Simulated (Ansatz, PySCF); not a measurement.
(Z)-1-bromo-2-chloro-1,2-difluoroethene (C2BrClF2), SMILES Br/C(=C(\Cl)F)F. Atoms are numbered in the order given.

```xyz
6

F      1.1361     2.2595     0.0000
C      0.2882     1.2377     0.0000
Cl    -1.3657     1.6780     0.0000
C      0.7493    -0.0255     0.0000
F      2.0587    -0.2525     0.0000
Br    -0.3241    -1.5533     0.0000
```

Coordinates come from a TPSSh-D3(BJ)/def2-SVP optimisation.

Two levels are set side by side: PBE-D3(BJ)/def2-SVP (Ansatz, a first-principles code) and TPSSh-D3(BJ)/def2-SVP (PySCF). Each level has its own optimised geometry; the coordinates shown are those of the second. Frequencies come from the Hessian of PySCF at each geometry. Differences are taken from unrounded values.

| quantity | TPSSh-D3(BJ) |
|---|---|
| mean bond length (Å) | 1.516 |
| bond F1–C2 (Å) | 1.328 |
| bond C2–Cl3 (Å) | 1.712 |
| bond C2–C4 (Å) | 1.345 |
| bond C4–F5 (Å) | 1.329 |
| bond C4–Br6 (Å) | 1.867 |
| highest harmonic wavenumber (cm⁻¹) | 1745 |
| mean harmonic wavenumber (cm⁻¹) | 649 |
| zero-point energy (kcal/mol) | 11.13 |

Task: What does PBE-D3(BJ) give, and how far is it from TPSSh-D3(BJ)? (Estimate from the structure and the level; the computed values follow.)

Result: 
| quantity | PBE-D3(BJ) | PBE-D3(BJ) minus TPSSh-D3(BJ) |
|---|---|---|
| mean bond length (Å) | 1.522 | 0.006 |
| bond F1–C2 (Å) | 1.333 | 0.005 |
| bond C2–Cl3 (Å) | 1.715 | 0.004 |
| bond C2–C4 (Å) | 1.355 | 0.010 |
| bond C4–F5 (Å) | 1.333 | 0.004 |
| bond C4–Br6 (Å) | 1.875 | 0.007 |
| highest harmonic wavenumber (cm⁻¹) | 1695 | -50 |
| mean harmonic wavenumber (cm⁻¹) | 634 | -15 |
| zero-point energy (kcal/mol) | 10.87 | -0.26 |

GGA bonds tend to be longer and softer than those of functionals with exact exchange. Differences between two approximate levels are no errors against the true value.
